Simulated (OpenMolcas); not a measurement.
**O+: effect of the level shift or regulariser**

| Item | Value |
| --- | --- |
| Program | OpenMolcas 26.06 |
| Basis | ANO-R2 [4s4p2d1f] |
| Scalar Hamiltonian | X2C, finite nucleus |
| Active space | 5 electrons in 8 orbitals (2s 2p 3s 3p) |
| State averaging | 2S+1 = 4 odd, 1 root; 2S+1 = 2 odd, 8 roots; 2S+1 = 4 even, 3 roots; 2S+1 = 2 even, 9 roots |
| Spin-orbit coupling | RASSI with atomic mean-field integrals over the reference wave functions, term energies averaged over their components |

Methods on the same reference wave functions:
A. CASSCF
B. SS-CASPT2, IPEA 0.25 Eh, imaginary shift 0.1 Eh (closed shells correlated: 1s)
C. SS-CASPT2, IPEA 0.25 Eh, real shift 0.2 Eh (closed shells correlated: 1s)

Energies in cm-1 above 2s2 2p3 4S* 3/2, the measured ground level; measured values from NIST Handbook of Basic Atomic Spectroscopic Data.

```json
{"Level": "2s2 2p3 4S* 3/2", "A": "0.0", "B": "0.0", "C": "0.0", "Measured": "0.0"}
{"Level": "2s2 2p3 2D* 3/2", "A": "30361", "B": "27760", "C": "27760", "Measured": "26831"}
{"Level": "2s2 2p3 2D* 5/2", "A": "30371", "B": "27760", "C": "27770", "Measured": "26811"}
{"Level": "2s2 2p3 2P* 1/2", "A": "40053", "B": "41160", "C": "41150", "Measured": "40470"}
{"Level": "2s2 2p3 2P* 3/2", "A": "40060", "B": "41170", "C": "41160", "Measured": "40468"}
{"Level": "2s 2p4 4P 5/2", "A": "120608", "B": "120390", "C": "120420", "Measured": "119837"}
{"Level": "2s 2p4 4P 3/2", "A": "120743", "B": "120530", "C": "120560", "Measured": "120000"}
{"Level": "2s 2p4 4P 1/2", "A": "120823", "B": "120610", "C": "120640", "Measured": "120083"}
```

Deviations, from unrounded energies. A percentage is the sum of absolute deviations over the sum of measured energies, with the sign that they share, or ± where signs differ.

| Against measurement | Levels | A | B | C |
| --- | --- | --- | --- | --- |
| mean absolute deviation (cm-1) | 7 | 1500 | 700 | 710 |
| other terms of the ground configuration (%) | 4 | ±5.9 | +2.4 | +2.4 |
| other configurations (%) | 3 | +0.6 | +0.4 | +0.5 |

B, C lie about equally close to measurement and A furthest from it. The largest miss of B in the table is 2s2 2p3 2D* 5/2, by +950 cm-1. The ranking rests on the paired levels alone, and a cruder setting can come out closer through cancelling errors.

Between B and C the level of the table that moves most is 2s 2p4 4P 5/2, by 31 cm-1 (lowest in B, highest in C). Moves below CASPT2's spread within the term are not significant.

The mean deviations of B to C differ by less than CASPT2's widest spread within a term (69 cm-1), so their order carries little weight.

From A to B the spin-free energies of the other terms of 2s2 2p3 shown, above 4S*, scale by factors of 0.91 to 1.03.

The lowest spin-free term lies below A's lowest term by 0.088 hartree in B, 0.088 hartree in C.

Term energies are means over components that CASPT2 splits; among the terms shown or strongly mixed into the levels shown the widest spread is 69 cm-1 (2s2 2p3 2D*, B). Active for correlation alone: 3p 3s; no level in the range computed is led by a configuration that fills them, so any true level of that kind is missing. Without dynamic correlation excited terms often stand tens of per cent too high (terms of higher spin than the ground term too low), and those without a measured partner can miss by more than the paired ones (holds for A). Measured partners are found by configuration, term and J. A level has none where our copy of the source lacks it or the pairing is in doubt (some pairs that miss far off the trend of their configuration count as doubtful), and it then counts in no deviation. Levels of configurations outside the active space are missing. Levels that lie high or do not pair safely by name in every column are left out.

* marks odd parity.
